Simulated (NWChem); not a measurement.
# SiH₂O₂Cl₂; SMILES O[Si](O)(Cl)Cl

```xyz
7

O     -0.1684     1.3671    -1.2252
Si     0.0000     0.0000    -0.3345
O      0.1684    -1.3671    -1.2252
Cl    -1.6808    -0.1006     0.8223
Cl     1.6808     0.1006     0.8223
H      0.6186     1.6934    -1.6738
H     -0.6186    -1.6934    -1.6738
```
Atoms are numbered in this order, from 1.

Computed with NWChem. The geometry was optimised at PBE0/def2-SVP. Level: PBE0/def2-SVP with SMD (1 M gas to 1 M solution), gas-phase geometry. Reactions with the solvent are ignored.

Question: Estimate the computed values for solvent water. Quantities: solvation free energy (kcal/mol); cavity-dispersion-structure term (kcal/mol); dipole in solution (D).

Answer: 
- solvation free energy (kcal/mol): -8.7
- cavity-dispersion-structure term (kcal/mol): 2.0
- dipole in solution (D): 2.65
